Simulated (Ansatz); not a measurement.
This geometry of AlH$_{7}$O$_{2}$SSi (12 atoms, charge 0, multiplicity 1) is a first-order saddle point.

Computed with RKS r2SCANh-D4/def2-SVP in Ansatz 0.2.0.

```xyz
12
Properties=species:S:1:pos:R:3
Al 0.039 0.128 0.337
O 0.241 -0.070 2.125
H -0.191 -0.726 2.682
H 1.361 0.088 -0.514
O -1.417 -0.557 -0.228
Si -2.769 -1.197 -0.895
H -3.194 -2.414 -0.141
H -3.892 -0.213 -0.858
H -2.535 -1.588 -2.316
S -0.408 2.410 1.124
H 0.891 2.779 1.099
H -0.147 1.273 2.115
```

(1) Which two structures does it join? (They come from a converged band through this point; their orientation in space is the band's.)

(2) How far does it lie above each of them?

## Answers

(1) Bonds broken: S10–H12. Bonds formed: O2–H12.

Image 0:

```xyz
12
Properties=species:S:1:pos:R:3
Al 0.071 -0.089 0.499
O 0.203 -0.274 2.214
H 0.178 -1.110 2.681
H 1.383 0.053 -0.371
O -1.337 -0.691 -0.262
Si -2.759 -1.162 -0.914
H -3.236 -2.436 -0.296
H -3.814 -0.125 -0.698
H -2.630 -1.385 -2.385
S -0.489 2.381 0.938
H 0.799 2.784 0.899
H -0.391 1.964 2.223
```

Image 8:

```xyz
12
Properties=species:S:1:pos:R:3
Al -0.012 0.431 0.296
O 0.184 -0.170 2.183
H -0.547 -0.783 2.360
H 1.331 0.073 -0.450
O -1.427 -0.531 0.061
Si -2.682 -1.162 -0.790
H -3.140 -2.426 -0.140
H -3.837 -0.216 -0.825
H -2.290 -1.474 -2.196
S -0.440 2.566 0.790
H 0.817 2.978 0.523
H 0.022 0.626 2.718
```

(2) 3.0 kcal/mol above the first and 12.4 kcal/mol above the second. This is the barrier of this one path; another mechanism may lie lower. The orbitals stay closed-shell, which can raise the energy where a bond breaks towards radicals; this wasn't checked here.

Time of the run: 10 min on 4 threads of Arm Neoverse V2, on a shared host, peak memory 0.31 GiB.
